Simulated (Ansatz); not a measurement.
`O[SiH2][SiH](F)Cl` + SiH₄ → `F[SiH]([SiH3])Cl` + silanol  (formal exchange of groups at the Si–Si bond)

Isolated molecules relaxed with PBE0-D4/def2-TZVP in Ansatz; ΔE leaves out vibrations. CCSD(T)/CBS adds triple-zeta CCSD(T) − MP2 to the extrapolated MP2 energy (def2 sets, frozen cores). This one scheme is used for every species. Each species was taken in one conformer, which may not be the lowest.

`O[SiH2][SiH](F)Cl`:

Z-matrix (Å, degrees):
```
Si
Si 1 2.351
O 1 1.648 2 108.5
H 1 1.482 2 112.0 3 117.3
H 1 1.489 2 107.6 3 -122.2
Cl 2 2.061 1 105.3 3 43.4
F 2 1.597 1 111.5 3 160.3
H 2 1.482 1 117.9 3 -75.3
H 3 0.959 1 117.0 2 -49.8
```

SiH₄:

```xyz
5

Si    0.000    0.000    0.000
H    -1.455    0.264   -0.127
H     0.748    0.898   -0.916
H     0.279   -1.414   -0.356
H     0.428    0.252    1.399
```

`F[SiH]([SiH3])Cl`:

Z-matrix (Å, degrees):
```
Si
Si 1 2.339
Cl 1 2.049 2 109.0
F 1 1.597 2 109.8 3 118.0
H 1 1.481 2 115.4 3 -120.7
H 2 1.486 1 108.3 3 61.6
H 2 1.485 1 109.2 3 -58.0
H 2 1.487 1 110.0 3 -178.7
```

`O[SiH3]`:

Z-matrix (Å, degrees):
```
Si
O 1 1.648
H 1 1.489 2 111.7
H 1 1.489 2 111.7 3 120.9
H 1 1.481 2 105.9 3 -119.6
H 2 0.957 1 117.9 3 -60.5
```

```csv
species,CCSD(T)/CBS(def2) energy (Eh)
`O[SiH2][SiH](F)Cl`,-1215.46498
SiH₄,-291.46306
`F[SiH]([SiH3])Cl`,-1140.23962
`O[SiH3]`,-366.69042
```

Question: Work out ΔE.

Answer: ΔE = (-1140.23962) + (-366.69042) − (-1215.46498) − (-291.46306) = -0.00200 Eh = -5.3 kJ/mol.

Largest T1 diagnostic among the species: 0.012.
